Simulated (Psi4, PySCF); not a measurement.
Input for Psi4:
```
memory 2 GB

molecule mol {
1 1
  Sr   -0.000000   -0.000000   -0.412927
  F     0.000000    0.000000    1.743470
}

set basis def2-tzvp
set reference rks
set scf_type pk
set puream true
set d_convergence 1e-8
set dft_radial_points 99
set dft_spherical_points 590

energy('b3lyp5')
print_variables()
```

**Question.** Write the same job for PySCF.

**Answer.** This is not unique; one that fits is 
```python
from pyscf import gto, scf, dft

mol = gto.M(
    atom='''
Sr   -0.00000000   -0.00000000   -0.41292721
F     0.00000000    0.00000000    1.74347045
''',
    basis='def2-tzvp',
    ecp={'Sr': 'def2-tzvp'},
    charge=1,
    verbose=4,
)

mf = dft.RKS(mol)
mf.xc = 'b3lyp5'
mf.grids.atom_grid = (99, 590)
mf.grids.prune = None
mf.kernel()
```

Both were run: Psi4 gave -130.393647 Eh and PySCF -130.393647 Eh, 0.000 mEh apart.
